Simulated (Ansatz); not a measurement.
Start from `[Cl][Ga]([Cl])[I]` and change one atom or group to get `[Cl][Ga]([Cl])[Cl]`.

Ansatz, PBE0-D4/def2-TZVP geometries, multiplicity 1. 

Elements past krypton have def2 core potentials. Scalar relativity is left out up to krypton.

```tsv
property	`[Cl][Ga]([Cl])[I]`
LUMO energy (PBE/def2-TZVPP) / eV	-3.04
HOMO–LUMO gap (PBE0/def2-TZVPP) / eV	6.11
size of the dipole moment (PBE/def2-TZVPP) / D	0.96
size of the dipole moment (ωB97M-V/def2-TZVPP) / D	0.90
HOMO–LUMO gap (B3LYP/def2-TZVPP) / eV	5.54
LUMO energy (B3LYP/def2-TZVPP) / eV	-2.47
```

Problem. Give the same properties after the change, and the shifts. (Best estimate.)

Solution. Ansatz gave: 
```csv
property,`[Cl][Ga]([Cl])[Cl]`,shift
LUMO energy (PBE/def2-TZVPP) / eV,-2.89,0.15
HOMO–LUMO gap (PBE0/def2-TZVPP) / eV,7.52,1.41
size of the dipole moment (PBE/def2-TZVPP) / D,0.00,-0.96
size of the dipole moment (ωB97M-V/def2-TZVPP) / D,0.00,-0.90
HOMO–LUMO gap (B3LYP/def2-TZVPP) / eV,6.88,1.34
LUMO energy (B3LYP/def2-TZVPP) / eV,-2.27,0.20
```

With PBE0 the HOMO falls by 1.18 eV and the LUMO rises by 0.23 eV, so the gap widens by about 1.41 eV. PBE moves the HOMO by -0.91 eV and ωB97M-V by -1.32 eV.

B3LYP here is the variant with VWN-RPA as its local correlation; programs differ in this.
